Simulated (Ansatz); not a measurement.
Born–Oppenheimer molecular dynamics of Cl₂H₂Sn (5 atoms, charge 0, multiplicity 1). It goes on from the last frame of an earlier run, with new velocities.

The calculation used RKS PBE-D4/def2-SVP (Ansatz).

- ensemble: NVT, Langevin thermostat
- time step: 1 fs
- steps asked: 150
- set temperature: 300 K
- friction: 0.02 /fs
- seed: 162720

First frame:

```xyz
5
Properties=species:S:1:pos:R:3
Sn 0.015 -0.027 -0.024
Cl 0.015 -0.026 2.333
H 1.687 0.200 -0.520
Cl -1.088 1.888 -0.804
H -0.953 -1.377 -0.493
```

(1) How far do the bonds stretch over the last three quarters of this one trajectory? (Pairs bonded in most of those frames.)

## Answers

(1) 
```tsv
bond	mean (Å)	spread (Å)	shortest	longest
Sn1–Cl2	2.386	0.032	2.33	2.43
Sn1–H3	1.728	0.032	1.66	1.79
Sn1–Cl4	2.350	0.040	2.28	2.40
Sn1–H5	1.725	0.038	1.64	1.79
```

Mean temperature of the second half: 320 K. A run of 0.15 ps of so small a system gives no equilibrium averages.

Time of the run: 4.6 min on 1 thread of Arm Neoverse V1 (shared host), peak memory 0.12 GiB.
